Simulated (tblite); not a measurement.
Compound: C₆H₁₄P (charge +1).
Cartesian coordinates in Å at the GFN2-xTB level; atoms count from 1:
```
atom  x, y, z in Å
C1     2.600    0.671   -0.469
C2     1.106    0.811   -0.183
C3     0.561   -0.295    0.640
P4     0.284   -2.199   -0.392
C5    -0.748   -0.848    0.568
C6    -1.852   -0.282   -0.293
C7    -2.531    0.868    0.452
H8     2.966    1.558   -0.977
H9     2.797   -0.188   -1.109
H10    3.165    0.554    0.452
H11    0.964    1.715    0.424
H12    0.548    0.955   -1.109
H13    1.145   -0.516    1.530
H14    1.465   -2.434    0.307
H15    0.815   -1.503   -1.472
H16   -1.120   -1.324    1.477
H17   -1.466    0.078   -1.249
H18   -2.588   -1.062   -0.494
H19   -2.938    0.527    1.401
H20   -1.833    1.677    0.644
H21   -3.350    1.254   -0.148
```

Method: GFN2-xTB as coded in tblite; computed harmonic values from a numerical Hessian at the method's own geometry, unscaled. The method is semi-empirical: single wavenumbers can be off by several per cent or more. Modes of hydrogen on phosphorus can be 10 to 20 % off. One conformer, not necessarily the lowest.

Harmonic wavenumbers (cm⁻¹): 69.3, 92.2, 132.9, 141.7, 177.8, 201.6, 215.5, 243.7, 301.1, 309.4, 386.9, 541.1, 557.7, 728.7, 779.4, 809.9, 836.5, 871.5, 884.6, 934.5, 998.4, 1027.4, 1043.3, 1048.4, 1063.6, 1080.1, 1091.7, 1153.1, 1193.8, 1219.6, 1231.6, 1261.8, 1291.1, 1322.9, 1411.4, 1419.5, 1423.4, 1433.7, 1468.4, 1481.4, 1482.6, 1486.1, 1490.4, 2285.2, 2354.9, 2914.9, 2953.7, 2981.9, 2994.5, 2995.2, 3006.3, 3018.0, 3055.6, 3056.7, 3057.8, 3067.4, 3074.5.

A = 2422, B = 1549, C = 1057 MHz; mass 117.083 u (most abundant isotopes); point group C1, symmetry number 1.

What is the zero-point energy?

½Σν̃ = 39578 cm⁻¹ = 113.16 kcal/mol.

Give the ideal-gas entropy at 350 K and 1 bar in the rigid-rotor, harmonic-oscillator model (classical rotation).

Translation 41.01, rotation 29.26, vibration 34.17: S = 104.4 cal/(mol K).

And Cp and H(350 K) − H(0)?

Cp = 44.14 cal/(mol K), of which vibrations give 36.19 (their classical limit is 57 R = 113.3); H(350 K) − H(0) = 9.20 kcal/mol without the zero-point energy, 6.41 from vibrations.

What must be added to the electronic energy to get the Gibbs energy at 350 K and 1 bar?

ZPE + [H(350 K) − H(0)] − T·S = 113.16 + 9.20 − 36.56 = 85.80 kcal/mol.

Which modes carry the vibrational entropy at 350 K?

69.3 cm⁻¹: 4.49; 92.2 cm⁻¹: 3.93; 132.9 cm⁻¹: 3.21; 141.7 cm⁻¹: 3.09; 177.8 cm⁻¹: 2.65; 201.6 cm⁻¹: 2.42 cal/(mol K); the other 51 give 14.38 together.

Blend soft modes into free rotors: weight 1/[1 + (100 cm⁻¹/ν̃)⁴] for the oscillator and the rest for a rotor with moment μB/(μ + B), μ = h/(8π²ν), B = 10⁻⁴⁴ kg m². What vibrational entropy results?

32.57 cal/(mol K) in place of 34.17, which changes −T·S at 350 K by +0.56 kcal/mol.

How do the functions run with temperature in this model?

```tsv
T (K)	S (cal/(mol K))	Cp (cal/(mol K))	H − H(0) (kcal/mol)	G − H(0) (kcal/mol)	ln q(vib)
50	56.8	12.6	0.47	-2.37	0.27
100	67.8	19.7	1.29	-5.50	1.31
298.15	97.8	38.7	7.05	-22.11	6.60
373.15	107.3	46.6	10.25	-29.81	8.58
500	122.7	58.7	16.94	-44.41	11.91
750	150.1	76.4	33.98	-78.59	18.32
1000	173.8	88.3	54.66	-119.15	24.40
```

q(vib) and H(0) count from the zero-point level.

Hindered rotation and anharmonicity are outside this model. Other conformers, if any are populated, would add a mixing term that is left out. The structure is chiral; the term R ln 2 for an equal mix with its mirror image is left out.
